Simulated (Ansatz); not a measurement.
Cost and result for the atomization energy of `N[SiH]S[SiH2]N` radical (12 atoms, 11 bonds).

```xyz
12

N    -1.405   -0.153    1.449
Si   -0.933   -1.576    0.611
S    -0.594   -1.145   -1.470
Si    1.168    0.017   -1.214
N     0.820    1.412   -0.252
H    -0.783    0.641    1.368
H    -1.821   -0.227    2.365
H    -2.077   -2.536    0.669
H     2.235   -0.708   -0.481
H     1.615    0.304   -2.604
H     0.172    2.092   -0.625
H     1.603    1.878    0.184
```

Total charge 0; spin multiplicity 2. All single points use the PBE0-D4/def2-TZVP geometry. It is one conformer, not always the lowest. Program: Ansatz. All runs use 2 threads of an AMD EPYC 7R13 on a shared host and a share of an NVIDIA H100 80 GB. Times are those of one run each, without the atoms' runs, and a repeat can differ threefold. Electronic energies, without spin–orbit coupling; frozen cores. CCSD(T)/CBS adds CCSD(T) − MP2 in def2-TZVPP to the MP2 limit, and its time is that of the two runs behind it. T1 = 0.014; ⟨S²⟩ of the reference is 0.76. B3LYP takes the VWN-RPA correlation (the form of Gaussian; ORCA's B3LYP/G).

CCSD(T)/CBS is a level of theory with its own doubt, some kJ/mol a heavy atom from the limit and from the frozen cores, so smaller differences don't rank the functionals.

```tsv
level	functions	wall time	atomization (kJ/mol)	difference from CCSD(T)/CBS	per bond
PBE-D4/def2-TZVPP (with forces)	286	6 s	3954.0	50.1	4.6
PBE0-D4/def2-TZVPP	286	7 s	3888.9	-15.0	-1.4
r2SCAN-D4/def2-TZVPP (with forces)	286	7 s	3904.2	0.3	0.0
B2PLYP/def2-TZVPP	286	7 s	3844.6	-59.3	-5.4
ωB97X-V/def2-TZVPP	286	9 s	3936.4	32.5	3.0
B3LYP-D4/def2-TZVPP (with forces)	286	9 s	3916.6	12.7	1.2
MP2/def2-QZVPP	534	9.5 s	3884.0	-19.9	-1.8
ωB97M-V/def2-TZVPP (with forces)	286	13 s	3923.0	19.1	1.7
CCSD(T)/def2-TZVPP	286	25 s	3763.2	-140.7	-12.8
CCSD(T)/CBS(def2)	–	34 s	3903.9	0.0	0.0
```

In def2-TZVPP, CCSD(T) changes the Hartree–Fock value by +1054.1 kJ/mol (the triples alone add +61.4 kJ/mol) and MP2 by +1090.6 kJ/mol; breaking electron pairs costs correlation energy, which Hartree–Fock lacks. The D4 term adds +57.3 kJ/mol with B3LYP and +30.2 kJ/mol with PBE0; it sums over pairs of atoms, weighted by their polarisabilities, and B3LYP, whose exchange is more repulsive, gets the larger term. From PBE to PBE0 (25 % exact exchange), in def2-TZVPP and without D4, the atomization energy moves by −60.0 kJ/mol: exact exchange takes away binding that semilocal exchange gives to molecules.
